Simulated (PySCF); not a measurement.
PBE0 on Sn (tin, neutral)

Configuration: [Kr] 4d10 5s1 5p2 5d1, one real determinant (an excited configuration). Calculation: PySCF 2.14, in aug-cc-pVTZ-DK3; the spin-free X2C one-electron Hamiltonian (Gaussian nucleus).

```
Total energy                                                  : -6175.51 hartree
One-electron energy                                           : -8482.38 hartree
Hartree (Coulomb) energy                                      : 2473.22 hartree
Exchange-correlation energy                                   : -166.35 hartree
⟨S²⟩                                                          : 6.0015
⟨L²⟩                                                          : 7.920
Sum of ⟨r⟩                                                    : 38.39 bohr
Sum of ⟨r²⟩                                                   : 83.66 bohr²
Traceless quadrupole moment −½Σ⟨3z² − r²⟩ along its main axis : -1.74 e·bohr²
Langevin diamagnetic susceptibility                           : -66.3 ×10⁻⁶ cm³/mol
```

```json
{"shell": "1s α", "electrons": "1", "mean orbital energy (eV)": "-29056.7", "spread (eV)": "0", "rms radius, mean of both spins (bohr)": "0.0333"}
{"shell": "1s β", "electrons": "1", "mean orbital energy (eV)": "-29056.6", "spread (eV)": "0", "rms radius, mean of both spins (bohr)": "0.0333"}
{"shell": "2s α", "electrons": "1", "mean orbital energy (eV)": "-4414.7", "spread (eV)": "0", "rms radius, mean of both spins (bohr)": "0.136"}
{"shell": "2s β", "electrons": "1", "mean orbital energy (eV)": "-4414.7", "spread (eV)": "0", "rms radius, mean of both spins (bohr)": "0.136"}
{"shell": "2p α", "electrons": "3", "mean orbital energy (eV)": "-3964.7", "spread (eV)": "0.026", "rms radius, mean of both spins (bohr)": "0.121"}
{"shell": "2p β", "electrons": "3", "mean orbital energy (eV)": "-3964.6", "spread (eV)": "0.068", "rms radius, mean of both spins (bohr)": "0.121"}
{"shell": "3s α", "electrons": "1", "mean orbital energy (eV)": "-866.13", "spread (eV)": "0", "rms radius, mean of both spins (bohr)": "0.362"}
{"shell": "3s β", "electrons": "1", "mean orbital energy (eV)": "-866.01", "spread (eV)": "0", "rms radius, mean of both spins (bohr)": "0.362"}
{"shell": "3p α", "electrons": "3", "mean orbital energy (eV)": "-717.72", "spread (eV)": "0.127", "rms radius, mean of both spins (bohr)": "0.363"}
{"shell": "3p β", "electrons": "3", "mean orbital energy (eV)": "-717.62", "spread (eV)": "0.181", "rms radius, mean of both spins (bohr)": "0.363"}
{"shell": "3d α", "electrons": "5", "mean orbital energy (eV)": "-488.16", "spread (eV)": "0.144", "rms radius, mean of both spins (bohr)": "0.342"}
{"shell": "3d β", "electrons": "5", "mean orbital energy (eV)": "-488.09", "spread (eV)": "0.156", "rms radius, mean of both spins (bohr)": "0.342"}
{"shell": "4s α", "electrons": "1", "mean orbital energy (eV)": "-145.17", "spread (eV)": "0", "rms radius, mean of both spins (bohr)": "0.872"}
{"shell": "4s β", "electrons": "1", "mean orbital energy (eV)": "-144.86", "spread (eV)": "0", "rms radius, mean of both spins (bohr)": "0.872"}
{"shell": "4p α", "electrons": "3", "mean orbital energy (eV)": "-99.627", "spread (eV)": "0.322", "rms radius, mean of both spins (bohr)": "0.947"}
{"shell": "4p β", "electrons": "3", "mean orbital energy (eV)": "-99.357", "spread (eV)": "0.450", "rms radius, mean of both spins (bohr)": "0.947"}
{"shell": "4d α", "electrons": "5", "mean orbital energy (eV)": "-33.031", "spread (eV)": "0.403", "rms radius, mean of both spins (bohr)": "1.19"}
{"shell": "4d β", "electrons": "5", "mean orbital energy (eV)": "-32.555", "spread (eV)": "0.522", "rms radius, mean of both spins (bohr)": "1.19"}
{"shell": "5s α", "electrons": "1", "mean orbital energy (eV)": "-16.007", "spread (eV)": "0", "rms radius, mean of both spins (bohr)": "2.47"}
{"shell": "5p α", "electrons": "2", "mean orbital energy (eV)": "-7.974", "spread (eV)": "0", "rms radius, mean of both spins (bohr)": "3.09"}
{"shell": "5d α", "electrons": "1", "mean orbital energy (eV)": "-0.822", "spread (eV)": "0", "rms radius, mean of both spins (bohr)": "5.93"}
```

⟨L²⟩ = 7.92 against 12 for a pure F term, so this real determinant mixes terms. The outer electron is Rydberg-like, and this basis confines it to a smaller radius and binds it less than a complete one would.

Densities and radii are taken from the X2C orbitals without a picture-change correction, which distorts them close to the nucleus.
